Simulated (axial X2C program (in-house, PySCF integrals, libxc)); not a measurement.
**Nuclear properties of AgB⁻**

Calculated with an in-house all-electron X2C program for linear molecules (integrals from PySCF): two-component X2C with atomic mean-field Coulomb and Gaunt terms, Gaussian nuclei, basis Ag dyall-acv3z, B dyall-av3z with contracted cores.

R = 2.098 Å (near the PBE0 minimum at charge -1 of the determinant lowest at the starting distance; the state shown can have its own minimum elsewhere).

Determinant lowest in the PBE0 search, Ω = 1/2 (⟨Sz⟩ = -0.50, ⟨Lz⟩ = 1.00 at PBE0), spin on the atoms Ag 0.02, B -0.51:

```
    level  Eeff magnitude (GV/cm)  Ws magnitude Ag (kHz)  A∥/gI Ag (MHz)  qzz Ag (a.u.)  A∥/gI B (MHz)  qzz B (a.u.)
     PBE0                    1.93                   1.95             468           0.66            117         -0.16
    TPSSh                    0.36                   0.24             395           0.80            101         -0.17
BHandHLYP                    4.68                   4.93             435           0.25            102         -0.15
      LDA                    1.05                  0.993             522           1.02            101         -0.18
```

Determinant 0.03 eV from it at PBE0 and this distance, Ω = 3/2 (⟨Sz⟩ = 0.50, ⟨Lz⟩ = 1.00 at PBE0), spin on the atoms Ag -0.02, B 0.52:

| level | Eeff magnitude (GV/cm) | Ws magnitude Ag (kHz) | A∥/gI Ag (MHz) | qzz Ag (a.u.) | A∥/gI B (MHz) | qzz B (a.u.) |
| --- | --- | --- | --- | --- | --- | --- |
| PBE0 | 1.96 | 0.657 | -8.06 | 0.62 | 23.3 | -0.15 |
| TPSSh | 0.277 | 0.0475 | 27.9 | 0.75 | 25.6 | -0.17 |
| BHandHLYP | 4.98 | 1.75 | -10.8 | 0.22 | 32 | -0.14 |
| LDA | 0.998 | 0.31 | -0.776 | 0.97 | 26.2 | -0.18 |

Eeff is the effective electric field on the electron electric dipole moment in this Ω state and Ws the scalar–pseudoscalar constant of the nucleus named (defined with the proton number Z and per Ω); A∥ (defined per Ω) follows by multiplying with gI = μI/(I μN); qzz is the electric field gradient, eQq0 = 234.96 MHz × Q/barn × qzz. The operators were transformed with the bare-nucleus X2C matrices; with these basis sets, hyperfine constants and field gradients can be off by tens of per cent, and where levels differ in sign neither size nor sign is settled.

With gI(107Ag) = -0.2271, gI(11B) = 1.7924, Q(11B) = 0.04059 barn (g factors from the IAEA table of nuclear moments by Stone; Q from Pyykkö, Mol. Phys. 2018), turn the PBE0 values of the first state into constants in MHz.

A∥(107Ag) = 468 × -0.2271 = -106 MHz; A∥(11B) = 117 × 1.7924 = 210 MHz; eQq0(11B) = 234.96 × (0.04059) × (-0.16) = -1.53 MHz.

Each state is one determinant with collinear spin. For an anion, determinants above electron detachment, or with a positive highest level, are held by the basis set. Where Eeff spreads by more than a factor of two the levels disagree and none is to be relied on. Left out as unconverged or as another state under the same occupation: HF in at least one table. The search compared states at one distance, so a state with another bond length can lie lower. Further determinants of the search, some of them spin-mixed, are not shown. Where a field gradient or hyperfine factor spreads by more than a factor of two over the levels, a constant derived from it is not to be relied on. PBE0 term energies can be off by some tenths of an eV.
